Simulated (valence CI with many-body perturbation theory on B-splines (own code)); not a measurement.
## Gd³²⁺: magnetic and hyperfine properties of the levels

Calculated by configuration interaction combined with many-body perturbation theory (CI+MBPT): four valence electrons over a frozen Dirac-Fock core [Ar] 3d10, a basis of 11 s, 11 p, 10 d, 8 f, 5 g, 2 h functions for each j, with the one-electron correlation potential Σ1 (screened to all orders), the two-electron term Σ2, the three-electron term Σ3, Breit, model QED; selected single and double excitations, second order for the rest, scaled by the run's own slope (own B-spline code, finite nucleus).

The last digits are not significant, and no measured levels were compared; by estimate large intervals hold to a few tenths of a per cent, small ones and those within an open d or f shell to about a per cent. Among the levels kept, up to 370 cm⁻¹ of a level comes from second order outside the variational space, and about a tenth of that is noise between levels of different J, which matters for small intervals.

A/g_I is the dipole constant over the nuclear g factor μ/I (μ in nuclear magnetons, uniformly magnetised nucleus), B/Q the quadrupole constant per barn. Both hold the static response of the core; the bare values leave it out. Large factors of s and p1/2 electrons are usually good to 5 to 10 %; those of open d and f shells near neutrality can be off by tens of per cent, and small factors of p3/2, d and f electrons come from cancelling terms and can be off by a factor of two or in sign, in half-filled shells by more. B is blank for J = 1/2, where it vanishes, and for nearly pure S terms. Energies count from the lowest level. Levels with J = 0 are left out.

Levels are named by their leading jj configuration (3d3/2^4 stands for four electrons in 3d with j = 3/2), which in mixed levels can hold well under half, so a name can repeat and another be missing. Letters in brackets count levels of one name in rising energy.

| Level | E (eV) | g | A/g_I (MHz) | A/g_I bare | B/Q (MHz/b) | B/Q bare |
| --- | --- | --- | --- | --- | --- | --- |
| (4s^2 4p1/2 4p3/2) J=1 | 40.00 | 1.498 | -17700 | -17300 | 30900 | 29700 |
| (4s^2 4p1/2 4p3/2) J=2 | 43.40 | 1.192 | 80700 | 77600 | 49500 | 47600 |
| (4s^2 4p3/2^2) J=2 | 85.97 | 1.303 | 32800 | 31400 | 12100 | 11600 |
| (4s 4p1/2^2 4p3/2) J=2 | 111.58 | 1.633 | 201000 | 193000 | 48000 | 46100 |
| (4s 4p1/2^2 4p3/2) J=1 | 123.32 | 0.996 | -130000 | -125000 | 45900 | 44200 |
| (4s 4p1/2 4p3/2^2) J=2 [a] | 148.30 | 1.519 | 136000 | 131000 | 27300 | 26200 |
| (4s 4p1/2 4p3/2^2) J=3 | 155.02 | 1.324 | 171000 | 164000 | -5830 | -5560 |
| (4s^2 4p1/2 4d3/2) J=2 | 157.03 | 0.853 | 55700 | 53900 | -1790 | -1600 |
| (4s 4p1/2 4p3/2^2) J=1 [a] | 165.01 | 1.247 | 28500 | 27600 | -42800 | -41100 |
| (4s 4p1/2 4p3/2^2) J=1 [b] | 169.91 | 1.349 | 261000 | 251000 | 5630 | 5450 |
| (4s 4p1/2 4p3/2^2) J=2 [b] | 170.23 | 0.986 | 3610 | 3570 | -898 | -854 |
| (4s^2 4p1/2 4d3/2) J=1 | 176.64 | 0.940 | -71200 | -68200 | 11200 | 10800 |
| (4s^2 4p1/2 4d5/2) J=3 | 176.80 | 1.114 | 50000 | 48500 | 19400 | 18800 |
| (4s^2 4p1/2 4d5/2) J=2 | 178.92 | 1.295 | -1610 | -1150 | 10300 | 9990 |
| (4s 4p3/2^3) J=2 | 200.54 | 1.373 | 159000 | 154000 | -50700 | -48800 |
| (4s^2 4p3/2 4d3/2) J=1 | 209.35 | 1.176 | -26600 | -25600 | -18000 | -17300 |
| (4s^2 4p3/2 4d3/2) J=2 | 211.43 | 1.026 | 17200 | 16700 | -6420 | -6150 |
| (4s^2 4p3/2 4d5/2) J=4 | 212.63 | 1.248 | 15800 | 15400 | 74900 | 72200 |
| (4s^2 4p3/2 4d3/2) J=3 | 213.73 | 1.163 | 25700 | 25000 | 42200 | 40700 |
| (4s 4p3/2^3) J=1 | 220.35 | 1.304 | -72500 | -69300 | -22600 | -21800 |
| (4s^2 4p3/2 4d5/2) J=2 | 223.88 | 1.294 | 58000 | 56100 | -45300 | -43500 |
| (4s^2 4p3/2 4d5/2) J=3 | 228.43 | 1.138 | 18100 | 17600 | 20600 | 20000 |
| (4s 4p1/2^2 4d3/2) J=1 | 230.98 | 0.362 | -154000 | -148000 | 4840 | 4720 |
| (4s 4p1/2^2 4d3/2) J=2 | 231.85 | 1.227 | 143000 | 138000 | 4580 | 4530 |
| (4s^2 4p3/2 4d5/2) J=1 | 232.99 | 0.968 | -21200 | -19900 | 6630 | 6460 |
| (4p1/2^2 4p3/2^2) J=2 | 239.11 | 1.259 | 10300 | 10400 | 735 | 724 |
| (4s 4p1/2^2 4d5/2) J=3 | 244.28 | 1.374 | 117000 | 113000 | 12100 | 11800 |
| (4s 4p1/2^2 4d5/2) J=2 | 255.93 | 0.965 | -46200 | -44000 | 20200 | 19700 |
| (4s 4p1/2 4p3/2 4d3/2) J=1 [a] | 265.50 | 1.224 | 96700 | 93300 | -30100 | -28900 |
| (4s 4p1/2 4p3/2 4d3/2) J=2 [a] | 266.28 | 1.154 | 83600 | 80700 | -24600 | -23600 |
| (4s 4p1/2 4p3/2 4d3/2) J=3 [a] | 267.72 | 1.183 | 105000 | 101000 | 406 | 461 |
| (4s 4p1/2 4p3/2 4d3/2) J=4 | 271.98 | 1.256 | 111000 | 107000 | 29400 | 28400 |
| (4s 4p1/2 4p3/2 4d5/2) J=4 [a] | 274.16 | 1.381 | 93900 | 90800 | 71200 | 68500 |
| (4s 4p1/2 4p3/2 4d3/2) J=2 [b] | 276.96 | 1.020 | 70600 | 68100 | -49300 | -47300 |

Q: Take the isotope of mass number 155, with I = 3/2, μ = -0.2591 μN and Q = 1.27 b. What is the hyperfine structure of (4s 4p1/2 4p3/2^2) J=2 [a]?

A: From the table A = -23500 MHz, B = 34600 MHz. Shifts from the centre of gravity in MHz: F = 1/2: 136000, F = 3/2: 70500, F = 5/2: -9880, F = 7/2: -61800.
